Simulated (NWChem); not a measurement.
System: SbHCl₂; SMILES [Cl][SbH][Cl]

Computed with NWChem. def2 effective core potentials on Sb; no spin-orbit coupling. Each level has its own optimisation; frequencies are unscaled.

| level | r H–Sb (Å) | r Cl–Sb (Å) | highest harmonic frequency (cm⁻¹) | lowest (cm⁻¹) | zero-point energy (kcal/mol) |
|---|---|---|---|---|---|
| BLYP/def2-SVP (core potentials) | 1.757 | 2.423 | 1795 | 111 | 5.4 |
| B3LYP/3-21G (all-electron, non-relativistic) | 1.755 | 2.485 | 1859 | 106 | 5.4 |
| PBE-D3(BJ)/def2-SVP (core potentials) | 1.749 | … | … | 114 | 5.5 |

### Question
Some entries are withheld; supply them.

### Answer

- PBE-D3(BJ)/def2-SVP (core potentials), r Cl–Sb (Å): 2.397
- PBE-D3(BJ)/def2-SVP (core potentials), highest harmonic frequency (cm⁻¹): 1831
